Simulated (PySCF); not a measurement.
A thermochemical cycle for SbBr

PBE0 in PySCF with def2-TZVPPD on every atom (core potentials on Sb), for the lowest determinant that a PBE0 search found; no spin–orbit coupling. SbBr, a triplet (π ↑↑), has De = 2.84 eV to neutral atoms, and SbBr⁺, a doublet (π ↑), has De = 3.43 eV to Sb⁺ + Br.

At the same level the Sb atom ionises at 9.04 eV.

Q: What is the adiabatic ionisation energy of the molecule, and does ionisation strengthen or weaken the bond?

A: IE = IE(Sb) + De(neutral) − De(ion) = 9.04 + 2.84 − 3.43 = 8.45 eV. De changes by +0.59 eV, so ionisation strengthens the bond.

Spin–orbit coupling is left out, which matters for elements this heavy, above all for dissociation energies. For an ion De counts to the pair picked by the measured ionisation energies or electron affinities, which need not be the lowest pair at this level. States were picked by a PBE0 search and need not be the measured ground states.
